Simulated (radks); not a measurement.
Values are calculated unless marked as measured or tabulated.
Spherical jellium clusters: N electrons in a uniform positive sphere of charge N and radius rs N^(1/3), rs = 4.45 bohr. Level of theory: non-relativistic Kohn-Sham, LDA (Slater exchange, Perdew-Wang correlation), spin-polarised, spherical densities (a radial shooting solver with Libxc functionals). Levels are named by radial order and angular momentum (1s, 1p, 1d, 2s, ...), and open shells are averaged over m.

N = 4, configuration 1s2 1p(up 2, down 0). This is the lowest configuration that the search found. Occupied and some empty levels:

level    occupation  eigenvalue (eV)  <r> (bohr)
1s up             1          -3.9134       4.982
1s down           1          -3.4257       4.975
1p up             2          -2.4990       6.302
1p down           0          -2.0158       6.508
1d up             0         -0.96210       7.925
2s up             0         -0.81965       8.911
2s down           0         -0.61591       9.661
1d down           0         -0.59288       8.577

Energy (eV): total -6.22690, kinetic 6.0619, external -71.358, Hartree 34.681, exchange-correlation -12.593, background 36.981.
